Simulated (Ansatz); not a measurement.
Harmonic frequencies (cm⁻¹) at PBE0-D4/def2-TZVP from Ansatz: 128, 137, 234, 250, 257, 466, 524, 636, 663, 712, 781, 916, 921, 958, 1026, 1142, 1215, 1399, 2118, 2201, 2225, 2247, 3482, 3838.

Each molecule was computed in one conformer, which needn't be the lowest.

(1) Which molecule is it?
A. `CO[SiH2]C#N`
B. `O=C=NC[SiH3]`
C. `O=C/N=C\[SiH3]`
D. `N=C=C(O)[SiH3]`

## Answers

(1) D.
